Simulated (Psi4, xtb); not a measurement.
Two rigid molecules brought together: H4Si ··· F4Si (SMILES [SiH4] and F[Si](F)(F)F), singlet. Monomers: optimised at B3LYP-D3(BJ) (def2-TZVP), held rigid. Orientation: a random orientation, not optimised. R is the distance of the centres of mass, along which the second monomer moves.

Geometry at R = 4.70 Å (first 5 atoms: monomer A):
```
10

Si     0.0000     0.0000     0.0000
H      0.5362     1.1248    -0.7991
H     -0.6852    -0.9591    -0.8956
H      1.1122    -0.6842     0.6974
H     -0.9632     0.5184     0.9974
F      1.7830     0.3891    -4.7617
Si     2.4089    -0.8005    -3.9556
F      1.4315    -1.2259    -2.8068
F      3.7766    -0.3501    -3.3368
F      2.6440    -2.0156    -4.9171
```

Levels of theory: GFN1-xTB (xtb); SAPT0/jun-cc-pVDZ, frozen core (Psi4).

Interaction energies in kcal/mol:

```tsv
R / Å	GFN1-xTB
4.09	-3.67
4.27	-3.37
4.47	-2.68
4.70	-1.89
4.87	-1.43
5.12	-0.94
5.38	-0.63
5.70	-0.40
6.16	-0.24
6.94	-0.11
7.93	-0.05
9.23	-0.02
```

Task: Predict the corresponding SAPT0/jun-cc-pVDZ column.

Result: 4.09: 2.88; 4.27: 1.16; 4.47: 0.23; 4.70: -0.19; 4.87: -0.29; 5.12: -0.31; 5.38: -0.26; 5.70: -0.19; 6.16: -0.11; 6.94: -0.05; 7.93: -0.02; 9.23: -0.01 (kcal/mol).
